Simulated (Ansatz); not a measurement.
Relative stability

The two ends of one reaction step of Si₂H₅Cl₃, singlet (PBE0-D4/def2-TZVP).

A:

Si1  (-1.203, -1.644, 0.414)
Cl2  (1.605, 0.474, 1.156)
Cl3  (-0.518, -1.346, -1.491)
Cl4  (-2.872, -2.821, 0.352)
H5  (-1.581, -0.339, 0.985)
H6  (-0.166, -2.351, 1.186)
Si7  (1.243, 1.783, -0.394)
H8  (1.887, 3.072, -0.052)
H9  (1.825, 1.220, -1.631)
H10  (-0.222, 1.952, -0.524)
(Å)

B:

```
atom    x (Å)    y (Å)    z (Å)
 Si1  -1.3055  -0.5485  -0.2630
 Cl2   2.8075  -0.6352   1.7267
 Cl3  -1.4646  -1.5832  -2.0249
 Cl4  -0.6447  -1.8544   1.2008
  H5  -2.6730  -0.1570   0.1466
  H6   1.6699  -1.2256   1.6183
 Si7   0.1884   1.2274  -0.5477
  H8   0.4089   1.9048   0.7539
  H9   1.4597   0.7047  -1.1017
 H10  -0.4464   2.1670  -1.5091
```

Ansatz 0.2.0; basis: def2-TZVPP; cores frozen in the correlated methods. B3LYP uses VWN-RPA correlation.

(1) Which structure is lower at CCSD(T), and by how much? (To be estimated.)

No T1 diagnostic of these runs exceeds 0.010.

## Answers

(1) By the calculation: A, by 21.82 kcal/mol (electronic energy, against the other). By their contacts, A is a complex of SiH₂Cl₂ ([Cl][SiH2][Cl]) + SiH₃Cl ([SiH3][Cl]) and B is a complex of Si₂H₄Cl₂ ([SiH3][SiH]([Cl])[Cl]) + HCl.

All methods give the same order:

```tsv
method	E(B) − E(A) (kcal/mol)
SPW92	16.72
PBE-D4	17.49
BLYP-D4	19.90
r2SCAN-D4	21.33
B97M-V	21.18
PBE0-D4	19.47
B3LYP-D4	21.33
r2SCAN0-D4	22.24
BHLYP-D4	23.65
CAM-B3LYP-D4	22.40
wB97X-V	22.33
wB97M-V	23.55
B2PLYP	22.73
PBE-QIDH	22.14
RPA on PBE	21.95
HF	27.55
MP2	23.84
CCSD	22.56
CCSD(T)	21.82
```

Labels in which every atom is bracketed show which atoms are joined, not bond orders.

For scale, one of the runs: CCSD(T)/def2-TZVPP, 280 basis functions, launched by `ansatz run in.yaml --threads 8 --pin off --events-out ev --progress --plain --max-ram 19148MiB`. Time: 2.1 min of wall clock on 8 CPU threads of an Arm Neoverse V1; the host was shared. Peak host memory: 6.9 GiB.
